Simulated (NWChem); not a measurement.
GeSiH3F, singlet; SMILES [SiH3][Ge][F]

```xyz
6

Ge    -0.4030     0.6664    -0.1808
F      1.2575     1.0982     0.2359
Si     0.1230    -1.7723    -0.0352
H      0.6203    -2.0835     1.3448
H      1.2199    -2.0948    -1.0054
H     -1.0431    -2.6674    -0.3282
```
Atoms are numbered in this order, from 1.

Level: PBE0/def2-SVP (NWChem), optimised geometry, unscaled harmonic frequencies. Low-valent species are run as closed-shell singlets; no triplet was tried in these runs.

List the harmonic frequencies with IR intensities, and the thermochemistry.


| frequency (cm⁻¹) | IR intensity (km/mol) |
|---|---|
| 76 | 0.0 |
| 131 | 4.1 |
| 307 | 25.0 |
| 335 | 23.1 |
| 454 | 19.5 |
| 674 | 78.9 |
| 837 | 214.1 |
| 919 | 35.2 |
| 932 | 33.8 |
| 2195 | 58.5 |
| 2210 | 88.1 |
| 2213 | 105.2 |

```yaml
zero_point_energy: 16.1 kcal/mol
thermal correction to the enthalpy at 298.15 K (with zero-point energy): 20.2 kcal/mol
heat capacity Cv: 16.9 cal/(mol K)
entropy at 298.15 K and 1 atm (symmetry number 1): 77.3 cal/(mol K)
dipole_moment: 1.67 D
```

Rigid rotor and harmonic oscillator; modes under 100 cm⁻¹ make the entropy uncertain.
